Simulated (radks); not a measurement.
Valence configurations of Ar II (all share [Ne]). Method: scalar-relativistic Kohn-Sham, r2SCAN, spin-polarised, spherical densities, finite nucleus; open shells are filled with parallel spins first; meta-GGA in the generalised Kohn-Sham scheme; Fermi nuclear charge, rms radius 3.4274 fm; computed with a radial shooting solver on a logarithmic mesh with Libxc functionals. Order these by energy: 3s1 3p6; 3s1.5 3p5.5; 3s2 3p5.

Answer. From the lowest, in eV above it: 3s2 3p5 0.000; 3s1.5 3p5.5 7.605; 3s1 3p6 15.186. NIST lists [Ne] 3s2 3p5 as the ground configuration; this level of theory agrees among the configurations tried. The energies are those of spherical high-spin densities, not of single terms.
